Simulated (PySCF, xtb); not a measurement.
Si(H)2(Br)(OEt) (C2H7BrOSi), SMILES Br[SiH2]OCC.

GFN2-xTB (xtb 6.7.1) at its own geometry gives an orbital gap of 6.13 eV and a dipole moment of 5.43 D.

The structure is a stationary point at PBE0-D3(BJ)/def2-SVP. Other conformers were not sampled.

Problem. What does PBE/def2-TZVP run with PySCF give? (Estimate from the structure and the level; the computed values follow.)

Solution. gap 6.33 eV (levels -6.95 and -0.63 eV), dipole 1.55 D.
